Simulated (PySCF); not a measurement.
## Electronic structure of Sb+ (antimony, charge +1) at the UHF level

Configuration: [Kr] 4d10 5s2 5p2, high-spin 3P determinant. Computed with PySCF 2.14 in x2c-QZVPPall with one added diffuse shell each of s, p, d, f type (14s10p8d5f1g, 128 functions), with the spin-free X2C one-electron Hamiltonian (Gaussian nucleus).

| Property | Result |
| --- | --- |
| Total energy | -6477.723483 hartree |
| One-electron energy | -8883.6727 hartree |
| Hartree (Coulomb) energy | 2575.1472 hartree |
| Exchange energy | -169.1980 hartree |
| ⟨S²⟩ | 2.0097 |
| ⟨L²⟩ | 2.027 |
| Sum of ⟨r⟩ | 33.33 bohr |
| Sum of ⟨r²⟩ | 48.29 bohr² |
| Traceless quadrupole moment −½Σ⟨3z² − r²⟩ along its main axis | 3.31 e·bohr² |
| Langevin diamagnetic susceptibility | -38.2 ×10⁻⁶ cm³/mol |

```
shell  electrons  mean orbital energy (eV)  spread (eV)  rms radius, mean of both spins (bohr)
 1s α          1                  -30651.8            0                                 0.0325
 1s β          1                  -30651.7            0                                 0.0325
 2s α          1                   -4766.7            0                                  0.133
 2s β          1                   -4766.6            0                                  0.133
 2p α          3                   -4275.8        0.026                                  0.118
 2p β          3                   -4275.7        0.079                                  0.118
 3s α          1                   -982.34            0                                  0.351
 3s β          1                   -982.24            0                                  0.351
 3p α          3                   -817.98        0.007                                  0.352
 3p β          3                   -817.83        0.220                                  0.352
 3d α          5                   -566.52        0.122                                  0.331
 3d β          5                   -566.47        0.188                                  0.331
 4s α          1                   -185.08            0                                  0.843
 4s β          1                   -184.81            0                                  0.843
 4p α          3                   -132.22        0.037                                  0.912
 4p β          3                   -131.91        0.540                                  0.912
 4d α          5                   -52.762        0.368                                   1.11
 4d β          5                   -52.514        0.623                                   1.11
 5s α          1                   -26.702            0                                   2.36
 5s β          1                   -22.296            0                                   2.36
 5p α          2                   -16.400            0                                   2.85
```

Densities and radii are taken from the X2C orbitals without a picture-change correction, which distorts them close to the nucleus.

Spin-orbit constants ζ (cm⁻¹) from the X2C one-electron operator on these orbitals: bare nucleus, nucleus screened by l(l+1)(2l+1)/3 electrons, and screened by the Breit-Pauli mean field of the electrons.

```tsv
shell	bare	screened nucleus	mean field
2p	1344000	1292000	n/a
3p	251400	241600	n/a
3d	37970	30530	n/a
4p	43760	42050	n/a
4d	4756	3823	n/a
5p	3495	3358	n/a
```

To first order the Landé constant is A = 1679 cm⁻¹, so the lowest level has J = 0 and lies 0.416 eV below the centre of the term. This holds in LS coupling only.
